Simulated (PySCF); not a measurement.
Numbering as in the mapped SMILES `[SH:1][SiH2:2][c:3]1[cH:4][cH:5][cH:6][cH:7][cH:8]1`; H(Xn) means a hydrogen on atom n.

Geometry: GFN2-xTB; GIAO shifts from PySCF 2.14.0 with density-fitted response routines, gas phase, non-relativistic, averaged over equivalent atoms.

At PBE0/pcSseg-1 (190 basis functions, 64 s wall time on 1 thread of an Arm Neoverse N1, shared host):
```tsv
atoms	δ (ppm)
Si2	-35.0
C4/C8	140.1
C3	136.6
C6	136.3
C5/C7	133.4
H(C4)/H(C8)	7.96
H(C6)	7.72
H(C5)/H(C7)	7.71
H(Si2)	5.40
H(S1)	0.04
```

δ = σ(ref) − σ, references computed at the same level: ²⁹Si (σref 349.16), ¹³C (σref 186.93), ¹H (σref 31.72) against TMS.

Q: What do these become at KT3/6-311G**?

A: 
```tsv
atoms	δ at KT3/6-311G**	change
Si2	-35.2	-0.2
C4/C8	125.7	-14.4
C3	122.8	-13.8
C6	122.3	-14.0
C5/C7	120.0	-13.4
H(C4)/H(C8)	7.77	-0.19
H(C6)	7.46	-0.26
H(C5)/H(C7)	7.47	-0.24
H(Si2)	5.44	+0.04
H(S1)	0.00	-0.04
```

δ = σ(ref) − σ, references computed at the same level: ²⁹Si (367.13 ppm), ¹³C (191.20 ppm), ¹H (32.22 ppm) against TMS.

The largest change is at C4/C8 (aromatic CH). Cost: 208 basis functions, 66 s wall time on 1 thread of an Arm Neoverse N1, shared host. The order of the carbon signals is the same at both levels.
